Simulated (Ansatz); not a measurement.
`C[Si](O)(F)[SiH3]` + `B[CH](Cl)[GeH3]` → `C[Si](O)(F)Cl` + `B[CH]([SiH3])[GeH3]`  (redistribution)

Isolated molecules relaxed with PBE0-D4/def2-TZVP in Ansatz; ΔE leaves out vibrations. CCSD(T)/CBS adds triple-zeta CCSD(T) − MP2 to the extrapolated MP2 energy (def2 sets, frozen cores). Functionals use def2-TZVPP. For Ge outer-core shells are correlated without core-valence functions, which leaves a few kJ/mol of doubt a bond. Scalar relativity is left out up to krypton. Each species was taken in one conformer, which may not be the lowest.

**Question.** Is it downhill or uphill in electronic energy at CCSD(T)/CBS, and by how much? (Estimate.)

**Answer.** The calculation gave: Downhill: ΔE = -51.4 kcal/mol.

**Question.** What do these levels give: B2PLYP, PBE, HF/def2-TZVPP, HF/def2-QZVPP, SCS-MP2/def2-QZVPP, HF/CBS(def2)? (Estimate.)

**Answer.** Ansatz gave: B2PLYP -50.1, PBE -44.9, HF/def2-TZVPP -53.1, HF/def2-QZVPP -53.3, SCS-MP2/def2-QZVPP -53.0, HF/CBS(def2) -53.3 kcal/mol.

Largest T1 diagnostic among the species: 0.012.

From PBE to PBE0 (25 % exact exchange), in def2-TZVPP and without D4, ΔE moves by −3.3 kcal/mol. The D4 term adds −1.0 kcal/mol with B3LYP and −0.5 kcal/mol with PBE0; it sums over pairs of atoms, weighted by their polarisabilities, and B3LYP, whose exchange is more repulsive, gets the larger term.

B3LYP here is the variant with VWN-RPA as its local correlation; programs differ in this.
